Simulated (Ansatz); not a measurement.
Reaction (formal exchange of groups at the In–C bond): `[CH3][InH][C]#CS` + `C=CF` → `C=[C](F)[InH][CH3]` + `C#CS`

Isolated molecules relaxed with PBE0-D4/def2-TZVP in Ansatz; ΔE leaves out vibrations. CCSD(T)/CBS adds triple-zeta CCSD(T) − MP2 to the extrapolated MP2 energy (def2 sets, frozen cores). This one scheme is used for every species. DFT in def2-TZVPP. B3LYP here is the variant with VWN-RPA as its local correlation; programs differ in this. HSE06 is defined as in plane-wave codes. def2 core potentials past Kr. For In outer-core shells are correlated without core-valence functions, which leaves a few kJ/mol of doubt a bond. Each species was taken in one conformer, which may not be the lowest.

```json
{"level": "LDA (SPW92)", "ΔE (kJ/mol)": "51.1", "difference from CCSD(T)/CBS": "-4.7"}
{"level": "PBE-D4", "ΔE (kJ/mol)": "52.8", "difference from CCSD(T)/CBS": "-3.0"}
{"level": "revPBE-D4", "ΔE (kJ/mol)": "52.6", "difference from CCSD(T)/CBS": "-3.2"}
{"level": "r2SCAN-D4", "ΔE (kJ/mol)": "57.9", "difference from CCSD(T)/CBS": "2.1"}
{"level": "B97M-V", "ΔE (kJ/mol)": "60.1", "difference from CCSD(T)/CBS": "4.3"}
{"level": "PBE0-D4", "ΔE (kJ/mol)": "56.8", "difference from CCSD(T)/CBS": "1.0"}
{"level": "B3LYP-D4", "ΔE (kJ/mol)": "54.2", "difference from CCSD(T)/CBS": "-1.6"}
{"level": "r2SCAN0-D4", "ΔE (kJ/mol)": "59.8", "difference from CCSD(T)/CBS": "4.0"}
{"level": "HSE06-D4", "ΔE (kJ/mol)": "57.1", "difference from CCSD(T)/CBS": "1.3"}
{"level": "BHLYP-D4", "ΔE (kJ/mol)": "58.6", "difference from CCSD(T)/CBS": "2.8"}
{"level": "CAM-B3LYP-D4", "ΔE (kJ/mol)": "54.2", "difference from CCSD(T)/CBS": "-1.6"}
{"level": "ωB97X-V", "ΔE (kJ/mol)": "54.4", "difference from CCSD(T)/CBS": "-1.4"}
{"level": "ωB97M-V", "ΔE (kJ/mol)": "53.4", "difference from CCSD(T)/CBS": "-2.4"}
{"level": "B2PLYP", "ΔE (kJ/mol)": "58.3", "difference from CCSD(T)/CBS": "2.5"}
{"level": "PBE-QIDH", "ΔE (kJ/mol)": "61.6", "difference from CCSD(T)/CBS": "5.8"}
{"level": "PBE", "ΔE (kJ/mol)": "53.8", "difference from CCSD(T)/CBS": "-2.0"}
{"level": "revPBE", "ΔE (kJ/mol)": "55.2", "difference from CCSD(T)/CBS": "-0.6"}
{"level": "BLYP", "ΔE (kJ/mol)": "53.0", "difference from CCSD(T)/CBS": "-2.8"}
{"level": "r2SCAN", "ΔE (kJ/mol)": "58.1", "difference from CCSD(T)/CBS": "2.3"}
{"level": "B3LYP", "ΔE (kJ/mol)": "55.8", "difference from CCSD(T)/CBS": "0.0"}
{"level": "r2SCANh", "ΔE (kJ/mol)": "58.8", "difference from CCSD(T)/CBS": "3.0"}
{"level": "r2SCAN0", "ΔE (kJ/mol)": "60.0", "difference from CCSD(T)/CBS": "4.2"}
{"level": "HSE06", "ΔE (kJ/mol)": "57.8", "difference from CCSD(T)/CBS": "2.0"}
{"level": "BHLYP", "ΔE (kJ/mol)": "60.0", "difference from CCSD(T)/CBS": "4.2"}
{"level": "CAM-B3LYP", "ΔE (kJ/mol)": "55.0", "difference from CCSD(T)/CBS": "-0.8"}
{"level": "LC-ωPBE", "ΔE (kJ/mol)": "55.3", "difference from CCSD(T)/CBS": "-0.5"}
{"level": "RPA@PBE/def2-TZVPP", "ΔE (kJ/mol)": "58.9", "difference from CCSD(T)/CBS": "3.1"}
{"level": "MP2/def2-SVP", "ΔE (kJ/mol)": "61.2", "difference from CCSD(T)/CBS": "5.4"}
{"level": "CCSD/def2-SVP", "ΔE (kJ/mol)": "59.5", "difference from CCSD(T)/CBS": "3.7"}
{"level": "HF/def2-TZVPP", "ΔE (kJ/mol)": "67.5", "difference from CCSD(T)/CBS": "11.7"}
{"level": "MP2/def2-TZVPP", "ΔE (kJ/mol)": "62.0", "difference from CCSD(T)/CBS": "6.2"}
{"level": "SCS-MP2/def2-TZVPP", "ΔE (kJ/mol)": "61.9", "difference from CCSD(T)/CBS": "6.1"}
{"level": "CCSD/def2-TZVPP", "ΔE (kJ/mol)": "60.0", "difference from CCSD(T)/CBS": "4.2"}
{"level": "CCSD(T)/def2-TZVPP", "ΔE (kJ/mol)": "59.7", "difference from CCSD(T)/CBS": "3.9"}
{"level": "HF/def2-QZVPP", "ΔE (kJ/mol)": "67.5", "difference from CCSD(T)/CBS": "11.7"}
{"level": "MP2/def2-QZVPP", "ΔE (kJ/mol)": "59.7", "difference from CCSD(T)/CBS": "3.9"}
{"level": "SCS-MP2/def2-QZVPP", "ΔE (kJ/mol)": "59.8", "difference from CCSD(T)/CBS": "4.0"}
{"level": "HF/CBS(def2)", "ΔE (kJ/mol)": "67.5", "difference from CCSD(T)/CBS": "11.7"}
{"level": "MP2/CBS(def2)", "ΔE (kJ/mol)": "58.1", "difference from CCSD(T)/CBS": "2.3"}
{"level": "CCSD/CBS(def2)", "ΔE (kJ/mol)": "56.1", "difference from CCSD(T)/CBS": "0.3"}
{"level": "CCSD(T)/CBS", "ΔE (kJ/mol)": "55.8", "difference from CCSD(T)/CBS": "0"}
```

Largest T1 diagnostic among the species: 0.014.

From BLYP to BHLYP (50 % exact exchange), in def2-TZVPP and without D4, ΔE moves by +7.0 kJ/mol. In def2-TZVPP, CCSD(T) changes the Hartree–Fock value by −7.8 kJ/mol (the triples alone add −0.3 kJ/mol) and MP2 by −5.5 kJ/mol. At CCSD(T), def2-SVP lies +3.7 kJ/mol from the extrapolated value and def2-TZVPP +3.9 kJ/mol.

CCSD(T)/CBS has its own doubt, a few kJ/mol and more with outer-core shells, so smaller differences from it don't rank the levels.
